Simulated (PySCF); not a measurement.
## UHF on Li (lithium, neutral)

Configuration: [He] 2s1, 2S determinant. Computed with PySCF 2.14 in pcseg-2 (4s2p1d, 15 functions), with no relativity, point nucleus.

```
Total energy                                     : -7.430741 hartree
One-electron energy                              : -9.7046 hartree
Hartree (Coulomb) energy                         : 4.0454 hartree
Exchange energy                                  : -1.7716 hartree
Kinetic energy                                   : 7.43229 hartree
⟨S²⟩                                             : 0.7500
⟨L²⟩                                             : 0.000
Sum of ⟨r⟩                                       : 5.044 bohr
Sum of ⟨r²⟩                                      : 18.95 bohr²
Density at the nucleus (Gaussians lack the cusp) : 13.5 bohr⁻³
Spin density at the nucleus                      : 0.238 bohr⁻³
Langevin diamagnetic susceptibility              : -15.0 ×10⁻⁶ cm³/mol
Time after the integrals                         : 0.03 s of wall time on 1 thread of Neoverse-V2 (shared host)
```

```tsv
shell	electrons	mean orbital energy (hartree)	rms radius, mean of both spins (bohr)
1s α	1	-2.48914	0.676
1s β	1	-2.47163	0.676
2s α	1	-0.19616	4.25
```
